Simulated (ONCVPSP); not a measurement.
Logarithmic derivatives: Ti, ONCV

```json
{"Element": "Ti (Z = 22)", "Generator": "ONCVPSP 4.0.1", "Type": "optimised norm-conserving Vanderbilt (ONCV)", "Functional": "revPBE", "Relativity": "fully relativistic", "Frozen core": "[Ne]", "Valence charge": "12", "Reference configuration": "3s2 3p6 3d2.5 4s1.5", "Partial waves": "3s+4s: rc 1.45 bohr, ncon 4, nbas 7, qcut 6.5 1/bohr, 2 projectors; 3p: rc 1.65 bohr, ncon 4, nbas 9, qcut 7.6 1/bohr, 2 projectors, debl 1.7 Ha; 3d: rc 2.45 bohr, ncon 4, nbas 9, qcut 7 1/bohr, 2 projectors, debl 2 Ha", "Local potential": "polynomial inside 1.10 bohr (lpopt 5, dvloc0 0 Ha)", "Core correction": "none"}
```

Open shells are filled in proportion to 2j + 1.

The phase is arctan(r·R′/R) of the radial function R(r), unwrapped; energies in Ha, scanned from -4 to 5 Ha. A pole is an energy at which the radial function vanishes at the test radius. The pseudo phase is shifted by a multiple of π to meet the all-electron one at the reference energy, and phase errors are pseudo minus all-electron; the curves can meet again beyond the range given. Levels narrower than the energy grid can be missing from the lists of poles.

```csv
channel,radius (bohr),reference energy (Ha),"poles, all-electron","poles, pseudo",unbroken range about the reference energy with phases within 0.05 rad,phase error 1 Ha above the reference energy (rad)
s,1.47,-0.15,-1.34,-1.34,the whole range,-0.000
p3/2,1.68,-1.35,-0.81,-0.81,the whole range,-0.000
p1/2,1.68,-1.38,-0.85,-0.85,the whole range,-0.000
d5/2,2.49,-0.10,"0.08, 2.65","0.08, 2.65",below 3.9,+0.005
d3/2,2.49,-0.11,"0.08, 2.64","0.08, 2.65",below 3.9,+0.005
```

Phases in the p1/2 channel:

```csv
E (Ha),all-electron,pseudo
-3.98,1.237,1.237
-3.74,1.214,1.214
-3.50,1.185,1.185
-3.26,1.147,1.147
-3.02,1.097,1.097
-2.78,1.024,1.024
-2.54,0.911,0.911
-2.30,0.712,0.712
-2.06,0.311,0.311
-1.82,-0.393,-0.393
-1.58,-0.994,-0.994
-1.34,-1.300,-1.300
-1.10,-1.464,-1.464
-0.86,-1.567,-1.567
-0.62,-1.643,-1.643
-0.38,-1.705,-1.705
-0.14,-1.761,-1.761
0.10,-1.817,-1.817
0.34,-1.877,-1.877
0.58,-1.946,-1.946
0.82,-2.032,-2.032
1.06,-2.145,-2.145
1.30,-2.304,-2.304
1.54,-2.536,-2.536
1.78,-2.868,-2.869
2.02,-3.277,-3.278
2.26,-3.655,-3.656
2.50,-3.931,-3.932
2.74,-4.118,-4.119
2.98,-4.245,-4.247
3.22,-4.336,-4.337
3.46,-4.404,-4.404
3.70,-4.455,-4.456
3.94,-4.497,-4.498
4.18,-4.531,-4.532
4.42,-4.559,-4.560
4.66,-4.584,-4.585
4.90,-4.605,-4.606
```
